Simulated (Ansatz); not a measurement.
Stepwise reaction of `[CH3][Ga]([CH3])[NH2]` with hydrogen, as a gas-phase model of exchange steps in deposition or etching. ΔE in kJ/mol; ΔG adds harmonic PBE0-D4 terms to CCSD(T)/CBS, at 1 bar.

Isolated molecules relaxed with PBE0-D4/def2-TZVP in Ansatz; ΔE leaves out vibrations. CCSD(T)/CBS adds triple-zeta CCSD(T) − MP2 to the extrapolated MP2 energy (def2 sets, frozen cores). This one scheme is used for every species. DFT in def2-TZVPP. B3LYP here is the variant with VWN-RPA as its local correlation; programs differ in this. For Ga outer-core shells are correlated without core-valence functions, which leaves a few kJ/mol of doubt a bond. Scalar relativity is left out up to krypton. One conformer a species, not always the lowest.

| step | reaction | PBE-D4 | B3LYP-D4 | ωB97M-V | CCSD(T)/CBS | ΔG(600 K) |
| --- | --- | --- | --- | --- | --- | --- |
| 1 | `[CH3][Ga]([CH3])[NH2]` + H₂ → `[CH3][GaH][NH2]` + CH₄ | -34.8 | -39.0 | -37.6 | -31.4 | -23.4 |
| 2 | `[CH3][GaH][NH2]` + H₂ → `[NH2][GaH2]` + CH₄ | -33.9 | -38.4 | -36.8 | -30.1 | -16.1 |

Q: By hand: ΔE of the 2 steps together at CCSD(T)/CBS.

A: (-31.4) + (-30.1) = -61.5 kJ/mol, or -30.8 kJ/mol a step.

In ΔE the steps differ by no more than 1.3 kJ/mol. All are downhill at CCSD(T)/CBS. ΔG lies between -23.4 and -16.1 kJ/mol a step. PBE-D4 differs from CCSD(T)/CBS by -3.8 to -3.4 kJ/mol a step. Isolated molecules leave out the surface, adducts and barriers. Largest T1 diagnostic: 0.014.
